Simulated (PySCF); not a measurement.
C₂H₆AlF, SMILES [CH3][Al]([CH3])[F] (connectivity only; charge and spin as stated), charge +1, multiplicity 2. Atoms are numbered in the order given.

```xyz
10

Al    -0.0995     0.0772    -0.1387
C      1.8253    -0.2588    -0.5452
H      2.1145    -1.2750    -0.2485
H      2.3911     0.5218    -0.0150
H      1.7841    -0.1094    -1.6400
C     -0.4762    -0.5892     1.7542
H     -1.2171    -1.3674     1.5028
H     -0.8996     0.3505     2.1500
H      0.4211    -0.9500     2.2679
F     -1.2661     0.7682    -1.0520
```
Charge +1, spin multiplicity 2.

Geometry optimised at PBE0-D3(BJ)/def2-SVP. The multiplicity is an assumed one; other spin states were not compared. The isomer is the one that the SMILES or the coordinates give; other isomers of the formula were not compared.

Method: TDA-CAM-B3LYP/def2-SVPD (PySCF).

Vertical excitations. 

```json
[
 {"state": "root 1", "energy (eV)": "3.11", "λ (nm)": "399", "f": "0.252", "main pairs": "β HOMO→LUMO 93 %"},
 {"state": "root 2", "energy (eV)": "4.49", "λ (nm)": "276", "f": "0.001", "main pairs": "β HOMO−1→LUMO 47 %, β HOMO−5→LUMO 29 %, β HOMO−4→LUMO 16 %"},
 {"state": "root 3", "energy (eV)": "4.67", "λ (nm)": "266", "f": "0.002", "main pairs": "β HOMO−3→LUMO 81 %"},
 {"state": "root 4", "energy (eV)": "4.83", "λ (nm)": "257", "f": "0.000", "main pairs": "β HOMO−6→LUMO 61 %, β HOMO−2→LUMO 32 %"},
 {"state": "root 5", "energy (eV)": "4.91", "λ (nm)": "253", "f": "0.017", "main pairs": "β HOMO−5→LUMO 46 %, β HOMO−4→LUMO 43 %"},
 {"state": "root 6", "energy (eV)": "5.32", "λ (nm)": "233", "f": "0.000", "main pairs": "β HOMO−2→LUMO 65 %, β HOMO−6→LUMO 24 %"},
 {"state": "root 7", "energy (eV)": "5.37", "λ (nm)": "231", "f": "0.010", "main pairs": "β HOMO−1→LUMO 45 %, β HOMO−4→LUMO 36 %, β HOMO−5→LUMO 13 %"},
 {"state": "root 8", "energy (eV)": "6.66", "λ (nm)": "186", "f": "0.011", "main pairs": "β HOMO−7→LUMO 90 %"},
 {"state": "root 9", "energy (eV)": "6.82", "λ (nm)": "182", "f": "0.002", "main pairs": "α HOMO→LUMO 70 %, α HOMO→LUMO+1 21 %, β HOMO→LUMO+1 6 %"},
 {"state": "root 10", "energy (eV)": "7.09", "λ (nm)": "175", "f": "0.030", "main pairs": "β HOMO→LUMO+1 85 %"}
]
```
Unrestricted roots are not spin-pure.
